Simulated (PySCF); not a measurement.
**Correlation energy of C⁺ (carbon, charge +1)**

[He] 2s2 2p1, 2P determinant. Computed with PySCF 2.14 in aug-cc-pVDZ, with no relativity, point nucleus. Frozen: 1s2; 3 electrons correlated.

MP2 pair energies summed by pair of shells (mhartree):

```json
{"pair": "2s-2s", "energy": "-25.78", "share (%)": "61.9"}
{"pair": "2s-2p", "energy": "-15.87", "share (%)": "38.1"}
```

Total MP2 correlation energy: -41.65 mhartree.

Same-spin part -2.42 and opposite-spin part -39.23 mhartree; SCS-MP2 scales them by 1/3 and 6/5 to -47.89 mhartree.

| level | correlation energy (mhartree) |
| --- | --- |
| CCSD | -67.26 |
| (T) | -0.69 |
| CCSD(T) | -67.95 |

Diagnostics: T1 = 0.0091, D1 = 0.0176, largest double amplitude 0.134.

Problem. Is a single reference adequate?

Solution. Mostly. T1 lies below 0.03, but a double amplitude of this size points to a near-degeneracy that CCSD handles and MP2 describes poorly.
